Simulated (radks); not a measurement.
Problem. Spherical quantum dot in the effective-mass picture: electrons in a parabolic well V = omega^2 r^2 / 2 with omega = 2.81, all in effective atomic units (hartree* = m*/eps^2 hartree, bohr* = eps/m* bohr), one dielectric constant everywhere. Calculated with a radial shooting solver with Libxc functionals: non-relativistic Kohn-Sham, PBE, spin-polarised, spherical densities. Levels are named by radial order and angular momentum (1s, 1p, 1d, 2s, ...), and open shells are averaged over m. Results are scaled to m* = 0.535 and eps = 7.1, for which hartree* = 288.8 meV and bohr* = 0.7023 nm. At N = 17 the configuration is 1s2 1p6 1d(up 5, down 4). Does electron 18 go into 1d down or 2s down or 2s up?

Solution. Into 1d down. The total energies of the other choices lie higher by 55.2 meV (2s up), 60.8 meV (2s down).
